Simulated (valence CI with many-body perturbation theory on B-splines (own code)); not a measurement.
E1 transitions of Rh XXXIII

Computed by relativistic CI+MBPT: three valence electrons over a frozen Dirac-Fock core [Ne], a basis of 11 s, 11 p, 10 d, 8 f, 5 g, 2 h functions for each j, with the one-electron correlation potential Σ1, the two-electron term Σ2, the three-electron term Σ3, Breit, model QED; selected CI, second order for the rest, scaled by the run's own slope (own B-spline code, finite nucleus).

The last digits are not significant, and no measured levels were compared; by estimate large intervals hold to a few tenths of a per cent, small ones and those within an open d or f shell to about a per cent.

Lines 51 to 100 of 577 in falling wavelength, among levels below 940.85 eV, chosen from the strongest by gf and those to the six lowest levels. Wavelengths and rates use the calculated energies. Electric multipoles are in the length gauge, E1 and E2 with the static RPA response of the core. Weak lines are less certain than strong ones. Lines between different terms over intervals too small for the method are left out, as are lines whose strength nearly cancels. The highest levels of a list are the least certain.

Names give the largest LS component (configuration and term), which can be under half, so a name can repeat, a term be missing and a line seem to break the LS rules; names also repeat where a configuration has a term twice. Letters in brackets count levels of one name in rising energy.

```tsv
λ vac (nm)	Upper	Lower	A (s⁻¹)	S (a.u.) with core polarisation	S without
13.15	3p2 3d 4F_3/2	3s 3p 3d 4F°_5/2 [a]	2.40e+10	1.08e-01	1.10e-01
13.08	3d3 2H_9/2	3p 3d2 2F°_7/2 [c]	4.61e+09	5.09e-02	5.20e-02
12.97	3p2 3d 2G_9/2	3s 3p 3d 4F°_9/2	1.87e+10	2.01e-01	2.06e-01
12.80	3p2 3d 2D_5/2 [a]	3s 3p 3d 4D°_7/2	1.30e+10	8.08e-02	8.28e-02
12.75	3p2 3d 4P_3/2 [a]	3s 3p 3d 4D°_5/2	1.65e+10	6.73e-02	6.89e-02
12.67	3p2 3d 4F_3/2	3s 3p 3d 4F°_3/2	1.27e+10	5.10e-02	5.22e-02
12.53	3s 3p2 4P_3/2	3s2 3p 2P°_1/2	1.06e+08	4.12e-04	4.22e-04
12.47	3d3 2G_7/2	3p 3d2 2F°_5/2 [c]	1.38e+10	1.06e-01	1.08e-01
12.34	3p3 2P°_3/2 [a]	3s 3p2 4P_3/2	7.12e+09	2.64e-02	2.70e-02
12.07	3p 3d2 2P°_3/2 [a]	3s 3d2 2S_1/2	1.75e+10	6.09e-02	6.23e-02
12.06	3p 3d2 2G°_9/2 [a]	3s 3d2 2G_7/2	2.64e+10	2.29e-01	2.34e-01
12.05	3p2 3d 4F_9/2	3s 3p 3d 2F°_7/2 [a]	1.24e+10	1.07e-01	1.09e-01
12.01	3s 3p2 2D_5/2	3s2 3p 2P°_3/2	3.00e+09	1.54e-02	1.58e-02
11.96	3d3 2G_9/2	3p 3d2 2F°_7/2 [c]	6.44e+10	5.44e-01	5.56e-01
11.89	3s 3p 3d 4F°_5/2 [b]	3s 3p2 2D_3/2	5.20e+08	2.59e-03	2.66e-03
11.87	3p 3d2 2H°_11/2	3s 3d2 2G_9/2	7.04e+10	6.97e-01	7.14e-01
11.81	3p 3d2 4G°_11/2	3s 3d2 4F_9/2	3.39e+10	3.31e-01	3.38e-01
11.81	3p 3d2 2F°_7/2 [a]	3p2 3d 2D_5/2 [c]	9.52e+09	6.19e-02	6.33e-02
11.79	3d3 2F_7/2	3p 3d2 2D°_5/2 [c]	3.44e+10	2.23e-01	2.28e-01
11.77	3s 3p 3d 4F°_3/2	3s 3p2 4P_5/2	4.80e+09	1.54e-02	1.58e-02
11.77	3d3 2G_7/2	3p 3d2 2D°_5/2 [b]	1.48e+10	9.53e-02	9.74e-02
11.74	3p 3d2 4F°_7/2	3p2 3d 2F_7/2 [b]	1.03e+10	6.58e-02	6.73e-02
11.73	3p3 4S°_3/2	3s 3p2 2D_3/2	9.07e+08	2.89e-03	2.96e-03
11.72	3p 3d2 4G°_7/2	3p2 3d 4P_5/2	6.36e+09	4.05e-02	4.14e-02
11.71	3p 3d2 2G°_9/2 [b]	3s 3d2 2F_7/2	8.58e+10	6.79e-01	6.95e-01
11.69	3s 3d2 2F_5/2	3s 3p 3d 2D°_5/2 [b]	9.56e+09	4.52e-02	4.63e-02
11.69	3p 3d2 2F°_5/2 [b]	3s 3d2 2D_3/2	1.54e+10	7.28e-02	7.45e-02
11.68	3d3 2P_3/2	3p 3d2 2D°_5/2 [c]	1.77e+10	5.56e-02	5.67e-02
11.64	3p 3d2 2D°_5/2 [c]	3s 3d2 2P_3/2	5.44e+10	2.54e-01	2.59e-01
11.62	3p 3d2 2F°_5/2 [c]	3p2 3d 2F_5/2 [c]	1.09e+10	5.08e-02	5.19e-02
11.55	3p 3d2 4P°_5/2	3p2 3d 2D_5/2 [b]	1.74e+10	7.94e-02	8.12e-02
11.55	3p 3d2 2F°_7/2 [a]	3s 3d2 2G_9/2	2.36e+10	1.44e-01	1.47e-01
11.50	3d3 2H_11/2	3p 3d2 2G°_9/2 [b]	8.87e+10	8.00e-01	8.17e-01
11.45	3d3 2F_5/2	3p 3d2 2P°_3/2 [b]	3.78e+10	1.68e-01	1.72e-01
11.45	3p 3d2 4F°_9/2	3s 3d2 4F_9/2	1.63e+10	1.21e-01	1.24e-01
11.44	3p2 3d 4D_7/2	3s 3p 3d 2D°_5/2 [a]	1.45e+10	8.58e-02	8.79e-02
11.40	3d3 2H_9/2	3p 3d2 2F°_7/2 [b]	4.90e+10	3.58e-01	3.65e-01
11.39	3p2 3d 2F_7/2 [a]	3s 3p 3d 4F°_7/2	7.19e+09	4.19e-02	4.29e-02
11.39	3s 3p 3d 4F°_5/2 [a]	3s 3p2 4P_5/2	2.24e+08	9.79e-04	9.96e-04
11.31	3p 3d2 2F°_7/2 [b]	3p2 3d 2D_5/2 [c]	3.47e+10	1.98e-01	2.02e-01
11.31	3p 3d2 2F°_7/2 [a]	3s 3d2 2F_5/2	3.70e+10	2.11e-01	2.16e-01
11.30	3p 3d2 4D°_5/2	3s 3d2 4P_3/2	2.83e+10	1.21e-01	1.24e-01
11.30	3d3 2F_5/2	3p 3d2 2P°_3/2 [a]	2.31e+10	9.89e-02	1.01e-01
11.29	3p2 3d 2D_3/2 [b]	3p3 2P°_3/2 [b]	1.58e+10	4.48e-02	4.58e-02
11.25	3p 3d2 2P°_1/2 [c]	3s 3d2 2S_1/2	4.60e+10	6.46e-02	6.61e-02
11.22	3p2 3d 2F_5/2 [b]	3s 3p 3d 4P°_3/2	1.24e+10	5.19e-02	5.31e-02
11.22	3p 3d2 2P°_3/2 [a]	3s 3d2 2P_1/2	2.60e+10	7.24e-02	7.40e-02
11.21	3d3 2D_3/2 [b]	3p 3d2 2P°_3/2 [c]	2.87e+10	7.99e-02	8.16e-02
11.19	3d3 2P_3/2	3p 3d2 2P°_3/2 [a]	2.16e+10	5.97e-02	6.10e-02
11.18	3p 3d2 2G°_7/2	3p2 3d 2F_5/2 [b]	5.64e+10	3.11e-01	3.18e-01
```
